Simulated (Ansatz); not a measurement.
Ansatz results at the PBE0-D4/def2-TZVP geometry: zero-point energy (PBE0-D4/def2-TZVP) 42.0 kJ/mol; ideal-gas entropy at 298 K and 1 bar (rigid rotor, harmonic PBE0-D4/def2-TZVP) 342 J/(mol·K); size of the dipole moment (PBE/def2-TZVPP) 1.83 D.

Each molecule was computed in one conformer, which needn't be the lowest.

Q: Which molecule gave them?
A. `[OH][Ge]([Cl])[Cl]`•
B. `CC[SiH]O`•
C. `N#C[Si](F)F`•
D. `[NH2][GaH]`•

A: A. The others give `CC[SiH]O`•: 228.6, 333, 0.34; `N#C[Si](F)F`•: 36.9, 320, 2.29; `[NH2][GaH]`•: 79.4, 273, 1.11.
